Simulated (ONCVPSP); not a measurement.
Ce (Z = 58): one change to an ONCV potential, before and after

ONCVPSP 4.0.1 input, shortened (lines: element, Z, core and valence counts, functional; n l f; lmax; l rc ep ncon nbas qcut; lloc lpopt rc5 dvloc0; l nproj debl; icmod fcfact rcfact), PBE, scalar-relativistic:

```
  Ce 58.00   10    4        4      upf
    1    0    2.00
    2    0    2.00
    2    1    6.00
    3    0    2.00
    3    1    6.00
    3    2   10.00
    4    0    2.00
    4    1    6.00
    4    2   10.00
    4    3    1.00
    5    0    2.00
    5    1    6.00
    5    2    1.00
    6    0    1.50
    2
    0    2.55    0.00    4    8    3.90
    1    2.70    0.00    4    8    5.20
    2    3.80    0.00    5   10    4.00
    4    5    1.60    0.00
    0    2    2.20
    1    3    2.00
    2    1    3.70
    3    3.25    1.20
```

Change: s: nproj 3.

Cutoffs: the cutoffs (Ha) at which the residual kinetic energy of the hardest occupied pseudo-wave falls to 1 and 0.1 mHa per electron; they do not see the model core or the augmentation charge, which bear on the density cutoff. Errors are all-electron minus pseudo energies relative to the spin-unpolarised reference configuration.

Question: How do hardness, ghosts and transferability respond?

Answer: The potential gets neither clearly harder nor softer (5.7 Ha and 8.0 Ha → 5.7 Ha and 8.0 Ha); the lowest positive-energy flag moves from s at 30.9 eV to s at 114.4 eV; the errors of the 3 common tests hardly move; the range in which the s phases agree widens (upper end 0.9 → 3.9); neither file shows a bound ghost.

```tsv
quantity	base	changed
cutoff, loose	5.7 Ha	5.7 Ha
cutoff, tight	8.0 Ha	8.0 Ha
bound ghosts	none	none
GHOST(+) flags under 300 eV	s at 30.9 eV, p at 203.2 eV	s at 114.4 eV, p at 203.2 eV
tests counted as reliable (solved cleanly; for ONCVPSP, near-neutral configurations with less than one 5d electron left out)	3 of 4	3 of 4
error for 5s2 5p6 5d1 6s2, meV [ΔE -2.44 eV]	+0.4	+0.4
error for 5s2 5p6 5d1 6s1, meV [ΔE 3.63 eV]	-0.9	-0.9
error for 5s2 5p6 5d1 6s0, meV [ΔE 14.71 eV]	-6.0	-6.1
s: phases at 2.58 bohr within 0.05 rad from the reference energy up to (Ha; the scan ends near 5)	0.9	3.9
p: phases at 2.74 bohr within 0.05 rad from the reference energy up to (Ha; the scan ends near 5)	4.7	4.7
d: phases at 3.86 bohr within 0.05 rad from the reference energy up to (Ha; the scan ends near 5)	2.1	2.1
rms error of d²Exc/dni dnj with the model core, mHa	0.53	0.53
```
